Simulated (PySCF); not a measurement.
C₇H₈BF.
Z-matrix (Å and degrees, PBE0-D3(BJ)/def2-SVP geometry), rows numbered from 1:
```
F 
C   1  1.3647
C   2  1.5112  1  112.95
C   3  1.3750  2  118.03  1     1.65
C   4  1.4206  3  130.69  2   179.88
C   5  1.3745  4  129.87  3     0.07
B   6  1.5248  5  128.26  4     0.06
C   7  1.5296  6  123.63  5    -0.23
C   8  1.3712  7  128.98  6     0.18
H   2  1.1053  1  108.56  3   121.67
H   2  1.1050  1  108.57  3  -121.71
H   4  1.0932  3  114.32  2    -0.16
H   5  1.0975  4  113.07  3  -179.92
H   6  1.0974  5  113.94  4   179.99
H   7  1.2136  6  118.45  5   179.81
H   8  1.0976  7  117.39  6  -179.86
H   9  1.1002  3  113.41  2     0.09
```

All values: B3LYP/def2-SVPD (PySCF, non-relativistic), on one gas-phase PBE0-D3(BJ)/def2-SVP geometry that isn't relaxed in the solvent. The solvent is an IEF-PCM continuum (Bondi radii, 1.10 Å for H, scaled by 1.2), and excitations are vertical TDDFT with non-equilibrium linear response and a frozen core. Specific hydrogen bonds and non-electrostatic terms are outside this model.

```tsv
run	E − E(gas) (kcal/mol)	HOMO (eV)	HOMO–LUMO gap (eV)	dipole (D)	lowest singlet (eV)	static polarisability (au)
gas	0.00	-6.97	4.74	1.50	4.44	102.9
P	-2.89	-6.90	4.76	2.12	4.40	133.1
Q	-1.78	-6.91	4.75	1.86	4.40	120.8
```

Question: The runs were made in benzene and chloroform. Which run belongs to which solvent?

Answer: P = chloroform, Q = benzene. The dielectric constants are 2.271 (benzene), 4.711 (chloroform), and the energy falls further as ε rises. The optical constants n² used for the excitations are 2.25, 2.09 in the same order. In this model the ground state sees the solvent through ε alone.

Question: How constant is the ratio of the lowering to (ε − 1)/(2ε + 1)?

Answer: 
```csv
solvent,(ε − 1)/(2ε + 1),E − E(gas) (kcal/mol),ratio (kcal/mol),polarisation term (kcal/mol)
benzene,0.229,-1.78,-7.8,-1.95
chloroform,0.356,-2.89,-8.1,-3.34
```

The ratio changes by +4.5 % in size from benzene to chloroform. The polarisation term is half the interaction of the solute with the induced surface charges.
